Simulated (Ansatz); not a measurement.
C3H7O, charge -1, singlet, at a GFN2-xTB geometry (a gas-phase anion, which may not be bound at this level); Ansatz (a quantum-chemistry and plane-wave program) with B3LYP/cc-pVDZ.

Here is a job for Ansatz.
Ansatz 0.2 input:
```yaml
crystal:
  periodic: [false, false, false]
  atoms:
    - {symbol: O, position_ang: [0.27524919, -0.58420743, -0.62303532]}
    - {symbol: C, position_ang: [0.09401883, 0.90333784, -0.29403238]}
    - {symbol: C, position_ang: [1.02460482, -1.20359562, 0.34229042]}
    - {symbol: C, position_ang: [-1.27934567, 1.02284955, 0.39588235]}
    - {symbol: H, position_ang: [-0.06509560, 1.31189351, -1.33559503]}
    - {symbol: H, position_ang: [1.24877528, -2.23160334, 0.01033964]}
    - {symbol: H, position_ang: [1.98223373, -0.68204747, 0.53292018]}
    - {symbol: H, position_ang: [0.50182452, -1.27623020, 1.31766778]}
    - {symbol: H, position_ang: [-2.14125770, 0.55895431, -0.13156786]}
    - {symbol: H, position_ang: [-1.24810032, 0.57100939, 1.39663175]}
    - {symbol: H, position_ang: [-1.51604143, 2.08613261, 0.52904382]}
basis:
  gaussian:
    orbitals: cc-pVDZ
hamiltonian:
  xc: b3lyp
total_charge: -1
accuracy: high
```

Question: Predict the main parts of the log of this Ansatz run.

Answer: 
```
Functional definition: B3LYP
2249 factors; integrals over basis functions are off by at most 3.6e-9 eV
mean field evaluation 1: about -5266.1359 eV, gradient 3.5e1 eV
mean field evaluation 2: about -5263.9755 eV, gradient 4.5e1 eV
mean field evaluation 4: about -5269.5046 eV, gradient 2.5e0 eV
mean field evaluation 8: about -5269.7322 eV, gradient 1.9e-1 eV
mean field evaluation 16: about -5269.7323 eV, gradient 5.3e-5 eV
mean field -5269.73232947 eV, -193.6590911552 hartree, gradient 1.2e-8 eV, S^2 0.000000; 0 other end points of the search recorded, 0 dependent functions left out
reference -5269.73236974 eV, -193.6590926351 hartree; 17, 17 occupied and 74, 74 virtual orbitals, 2249 factors
Total energy: -5269.73236974 eV, -193.6590926351 hartree
```
